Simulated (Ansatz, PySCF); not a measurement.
Spin states of H2MoO2 (SMILES [OH][Mo][OH]), each relaxed with B3LYP-D3(BJ)/def2-TZVP.
State 1 (charge 0, multiplicity 5):
```xyz
5

Mo     0.1709    -0.6665     0.0324
O      1.4889     0.3196    -0.9484
H      1.3594     0.6480    -1.8459
O     -1.4948    -0.3625     0.9289
H     -1.5782     0.0909     1.7759
```
State 2 (charge 0, multiplicity 1):
```json
[
 {"atom": "Mo", "x (Å)": "0.3478", "y (Å)": "-0.1582", "z (Å)": "0.3148"},
 {"atom": "O", "x (Å)": "1.3641", "y (Å)": "0.2095", "z (Å)": "-1.1639"},
 {"atom": "H", "x (Å)": "1.4903", "y (Å)": "0.5047", "z (Å)": "-2.0678"},
 {"atom": "O", "x (Å)": "-1.1568", "y (Å)": "-0.3023", "z (Å)": "1.3492"},
 {"atom": "H", "x (Å)": "-2.0991", "y (Å)": "-0.2240", "z (Å)": "1.5105"}
]
```

Singlets are restricted, other states unrestricted; no spin–orbit coupling, no relativity up to Kr; see below for the cores. The largest T1 diagnostic is 0.026.

Programs: Ansatz (Gaussian basis) for Hartree–Fock, density functionals and correlated methods; PySCF for the dispersion terms. Each number belongs to the level named beside it. In def2 rows elements past Kr take small-core potentials, without spin–orbit coupling.

Question: Predict the energy of the multiplicity-1 state less that of the multiplicity-5 state from BLYP-D3(BJ)/def2-TZVPP.

Answer: 88 kJ/mol

Question: What is the computed energy of the multiplicity-1 state less that of the multiplicity-5 state (r2SCAN-D3(BJ)/def2-TZVPP)?

Answer: 173 kJ/mol

Question: Estimate the energy of the multiplicity-1 state less that of the multiplicity-5 state that r2SCANh/def2-TZVPP returns for this input.

Answer: 180 kJ/mol

Ansatz is a program for electronic structure.
